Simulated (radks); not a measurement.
Problem. Valence configurations of N3+ (all share [He]). Calculated with a radial shooting solver on a logarithmic mesh with Libxc functionals: scalar-relativistic Kohn-Sham, PBEsol, spin-polarised, spherical densities, finite nucleus; open shells are filled with parallel spins first; Fermi nuclear charge, rms radius 2.5582 fm. Order these by energy: 2s1.5 2p0.5; 2s2; 2p2; 2s0.5 2p1.5; 2s1 2p1.

Solution. From the lowest, in eV above it: 2s2 0.000; 2s1.5 2p0.5 4.697; 2s1 2p1 7.505; 2s0.5 2p1.5 13.055; 2p2 18.587. NIST lists [He] 2s2 as the ground configuration; this level of theory agrees among the configurations tried. The energies are those of spherical high-spin densities, not of single terms.
